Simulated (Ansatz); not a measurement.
Isolated molecules relaxed with PBE0-D4/def2-TZVP in Ansatz; ΔE leaves out vibrations. CCSD(T)/CBS adds triple-zeta CCSD(T) − MP2 to the extrapolated MP2 energy (def2 sets, frozen cores). This one scheme is used for every species, atoms too. For atomizations the MP2-based limit and the directly extrapolated one differ by several kJ/mol either way, and by 10 to 25 for some Ge, Se and Sn compounds, so smaller differences from it don't rank the levels. Functionals use def2-TZVPP. HSE06 is defined as in plane-wave codes. Open shells (•) are unrestricted, without spin–orbit coupling. Spin–orbit coupling would lower the free atoms: a little for C, Si; clearly for Se. Bonds to Se are less sure, by a few kJ/mol each and by 10 to 20 or more in all where they break to atoms, as the def2 sets lack core-valence functions. Scalar relativity is left out up to krypton. One conformer a species, not always the lowest.

Reaction (atomization): `C[SiH](C)[SeH]` → 2 C• + 8 H• + Se• + Si•

`C[SiH](C)[SeH]`:

Cartesian coordinates in Å:
```
C -1.507 0.109 -0.874
Si -0.028 0.456 0.211
C 1.460 -0.555 -0.286
Se -0.702 -0.062 2.340
H -1.793 -0.944 -0.817
H -2.365 0.715 -0.577
H -1.271 0.340 -1.916
H 0.322 1.902 0.156
H 1.765 -0.305 -1.306
H 2.305 -0.361 0.377
H 1.232 -1.623 -0.243
H 0.582 0.330 2.936
```

| level | ΔE (eV) | difference from CCSD(T)/CBS |
| --- | --- | --- |
| LDA (SPW92) | 48.58 | 5.11 |
| PBE-D4 | 43.65 | 0.18 |
| revPBE-D4 | 42.86 | -0.61 |
| BLYP-D4 | 42.96 | -0.51 |
| r2SCAN-D4 | 43.48 | 0.01 |
| B97M-V | 43.48 | 0.01 |
| PBE0-D4 | 43.35 | -0.12 |
| r2SCANh-D4 | 43.34 | -0.13 |
| r2SCAN0-D4 | 43.15 | -0.32 |
| HSE06-D4 | 43.36 | -0.11 |
| BHLYP-D4 | 42.62 | -0.85 |
| ωB97X-V | 43.51 | 0.04 |
| ωB97M-V | 43.39 | -0.08 |
| B2PLYP | 42.82 | -0.65 |
| PBE-QIDH | 43.14 | -0.33 |
| PBE | 43.37 | -0.10 |
| revPBE | 42.09 | -1.38 |
| BLYP | 42.37 | -1.10 |
| r2SCAN | 43.41 | -0.06 |
| PBE0 | 43.11 | -0.36 |
| r2SCANh | 43.27 | -0.20 |
| r2SCAN0 | 43.07 | -0.40 |
| HSE06 | 43.14 | -0.33 |
| BHLYP | 42.26 | -1.21 |
| CAM-B3LYP | 43.19 | -0.28 |
| LC-ωPBE | 42.96 | -0.51 |
| HF/def2-SVP | 32.84 | -10.63 |
| MP2/def2-SVP | 40.97 | -2.50 |
| CCSD/def2-SVP | 40.65 | -2.82 |
| CCSD(T)/def2-SVP | 40.98 | -2.49 |
| HF/def2-TZVPP | 32.75 | -10.72 |
| MP2/def2-TZVPP | 42.54 | -0.93 |
| SCS-MP2/def2-TZVPP | 42.60 | -0.87 |
| CCSD/def2-TZVPP | 41.95 | -1.52 |
| CCSD(T)/def2-TZVPP | 42.42 | -1.05 |
| HF/def2-QZVPP | 32.79 | -10.68 |
| MP2/def2-QZVPP | 43.15 | -0.32 |
| HF/CBS(def2) | 32.79 | -10.68 |
| MP2/CBS(def2) | 43.59 | 0.12 |
| CCSD/CBS(def2) | 42.99 | -0.48 |
| CCSD(T)/CBS | 43.47 | 0 |

Largest T1 diagnostic among the species: 0.012.

The D4 term adds +0.44 eV with B3LYP and +0.23 eV with PBE0; it sums over pairs of atoms, weighted by their polarisabilities, and B3LYP, whose exchange is more repulsive, gets the larger term. At CCSD(T), def2-SVP lies −2.49 eV from the extrapolated value and def2-TZVPP −1.05 eV: correlation converges slowly with the basis, and small sets miss more of it in the bonded molecule than in its fragments. From BLYP to BHLYP (50 % exact exchange), in def2-TZVPP and without D4, ΔE moves by −0.11 eV: exact exchange takes away binding that semilocal exchange gives to molecules.

B3LYP here is the variant with VWN-RPA as its local correlation; programs differ in this.
